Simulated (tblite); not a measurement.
All values are computed: GFN2-xTB (tblite) harmonic vibrations without scaling, gas phase. Against measured fundamentals such values can be off by several per cent, at times by over 20. Modes of hydrogen on silicon and sulfur can be 10 to 20 % off. One conformer each. Thermal functions are those of the rigid rotor and harmonic oscillator, without mixing of conformers.

Question: Order these by their ideal-gas entropy at 500 K and 1 bar, highest first (J/(mol K)).
A. `O=CC#CC#CC#CF`
B. `CSc1nnn(C)c1C`
C. `C(=O)(O)COC([O-])=C`
D. `CCCN(C)N[SiH3]`
E. `C#Cc1pcsc1N(C)C`
F. `SCc1cn[n-]c1`

Answer: E (550.4), D (528.4), B (523.9), A (488.8), C (456.4), F (423.5).

```csv
SMILES,atoms,mass (u),symmetry number,modes under 300 cm⁻¹,ZPE (kJ/mol),S translation (J/(mol K)),S rotation,S vibration,S,Cp
C#Cc1pcsc1N(C)C,18,169.01,1,9,338.9,183.6,133.6,233.3,550.4,249.0
CCCN(C)N[SiH3],21,118.09,1,8,461.6,179.1,127.7,221.6,528.4,250.6
CSc1nnn(C)c1C,18,143.05,1,9,367.3,181.5,129.4,212.9,523.9,227.3
O=CC#CC#CC#CF,10,120.00,1,8,124.4,179.3,125.2,184.4,488.8,164.3
C=C([O-])OCC(=O)O,13,117.02,1,4,226.4,179.0,125.0,152.4,456.4,182.6
SCc1cn[n-]c1,12,113.02,1,4,215.0,178.6,123.5,121.4,423.5,160.2
```

Entropies and Cp are for 500 K and 1 bar.
